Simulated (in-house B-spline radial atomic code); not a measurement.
# Two electrons outside the [He] 2s2 2p6 core: Cl⁵⁺

Computed with a B-spline radial code for spherical atoms: configuration interaction (CI) of the two valence electrons in the field of the frozen Dirac-Fock core, alone and with many-body perturbation theory for the core (screened one- and two-electron correlation potentials), Breit and QED terms; no-pair Dirac Hamiltonian, finite nucleus. Labels give the configuration (outer n counted up each series) and the leading LS term, or the jj pair where no LS term holds 70 %.

Excitation energies (eV):

```tsv
level	purity of the LS term	CI alone	CI + MBPT + Breit + QED	Landé g of the LS mixture
3s2 1S0	1.0	0	0	-
3s3p 3P°0	1.0	12.032	12.152	-
3s3p 3P°1	1.0	12.103	12.221	1.50
3s3p 3P°2	1.0	12.251	12.365	1.50
3s3p 1P°1	1.0	18.635	18.481	1.00
3p2 1D2	0.991	28.268	28.411	1.00
3p2 3P0	0.999	?	?	?
3p2 3P1	1.0	29.22	29.197	1.50
3p2 3P2	0.991	29.372	29.346	1.50
3p2 1S0	0.999	34.351	34.24	-
3s3d 3D1	1.0	34.695	34.663	0.50
3s3d 3D2	1.0	34.698	34.665	1.17
3s3d 3D3	1.0	?	?	?
3s3d 1D2	1.0	39.997	39.801	1.00
3p3d 3F°2	0.99	47.406	47.541	0.67
3p3d 3F°3	0.999	47.489	47.622	1.08
3p3d 3F°4	1.0	47.596	47.725	1.25
3p3d 1D°2	0.989	48.227	48.265	1.00
3s4s 3S1	1.0	50.24	50.508	2.00
3p3d 3P°2	0.952	50.719	50.687	1.48
```

Problem. Where does 3p2 3P0 lie?

Solution. 29.14 eV in CI alone and 29.119 eV with all corrections.

Problem. Where does 3s3d 3D3 lie?

Solution. 34.703 eV in CI alone and 34.669 eV with all corrections; g = 1.33.

Problem. What is the first ionisation energy?

Solution. 96.878 eV to the 3s1/2 state of the next ion (96.514 eV from CI alone). NIST lists 96.94 ± 0.04 eV (semi-empirical).

Some electric-dipole lines (reduced elements in atomic units, length form; vacuum wavelengths from the computed energies):

```
    upper      lower  D bare (size)  D with core polarisation (size)  λ (nm)  A (s⁻¹)
3s3p 3P°1    3s2 1S0         0.0247                           0.0241  101.45  3.8e+05
3s3p 1P°1    3s2 1S0           1.72                             1.68  67.089  6.3e+09
  3p2 1D2  3s3p 3P°1          0.131                            0.128  76.578  1.5e+07
  3p2 3P1  3s3p 3P°0           1.04                             1.02  72.738  1.8e+09
  3p2 3P1  3s3p 3P°1          0.901                            0.879  73.033  1.3e+09
  3p2 3P2  3s3p 3P°1           1.16                             1.13  72.398  1.4e+09
  3p2 1S0  3s3p 3P°1         0.0214                           0.0209  56.308  4.9e+06
 3s3d 3D1  3s3p 3P°0           1.08                             1.06  55.076  4.6e+09
 3s3d 3D1  3s3p 3P°1          0.938                             0.92  55.245  3.4e+09
 3s3d 3D2  3s3p 3P°1           1.62                             1.59   55.24  6.1e+09
```

Weak lines are less accurate than strong ones.
